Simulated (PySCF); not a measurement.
Structure elucidation problem

Molecular formula: C₂H₇NO₂Si. Simulated spectra:

1H NMR (600 MHz, computed): δ 8.29 (s, 1H), 5.30 (s, 2H), 4.38 (br s, 1H), 3.87 (s, 3H).

13C{1H} NMR (computed): δ 167.8 (CH), 52.8 (CH3).

PySCF 2.14.0 with density-fitted response routines calculation with PBE0/pcSseg-1 with gauge-including orbitals and coordinates at the GFN2-xTB level; averaged over atoms made equivalent by symmetry, fast rotation or ring inversion, relativity neglected, in vacuum, a single conformation.

Referencing at the same level of theory: 1H, 13C against TMS.

**Question.** Propose a structure and justify it.

**Answer.** 
Rings plus π bonds: 1 (no ring in the answer). 2 carbon signals for 2 carbons: no two carbons are equivalent. Carbon types of the structure: 1 × CH, 1 × CH3, leaving 3 H on heteroatoms. δC 167.8: amide carbonyl carbon; lone-pair donation from the attached heteroatom keeps it upfield of a ketone carbonyl. δC 52.8: methyl carbon bonded to O; deshielded by the electronegative neighbour. δH 8.29: hydrogen on an amide carbonyl carbon. δH 5.30: hydrogen on a silicon bonded to N, O. δH 4.38: hydrogen on an amide-type nitrogen; labile proton, position sensitive to the medium. δH 3.87: hydrogen on a methyl carbon bonded to O; its carbon carries O, which withdraws density.

These data were computed for `[SiH2](OC)NC=O`.

This is the structure that produced the data.

OH/NH shifts are gas-phase values; hydrogen bonding in solution moves them, usually downfield. Shifts are as computed. Against solution values, carbons near 30 ppm lie about +3 ppm off and those near 130 ppm about +5 ppm (rms about the fit 2.1 ppm; single classes can miss by 10 ppm). Of 1328 compounds with measured shifts, 309 miss one by over three times the rms of a fit or turn the order of signals round; such compounds aren't used in these exercises. Signals without a measured value on file couldn't be tested in this way; 1H shifts scatter by 0.2 ppm about their fit, and single ones miss by 0.5 ppm. Hydrogen bonding in solution deshields acid and N–H amide carbonyl carbons by as much as 10 ppm beyond these values. No couplings were computed; multiplicities are counted from neighbouring protons, with m where these are inequivalent, close in shift, in a saturated or five-membered ring or joined by F or P, and br s for small geminal =CH2 splittings.
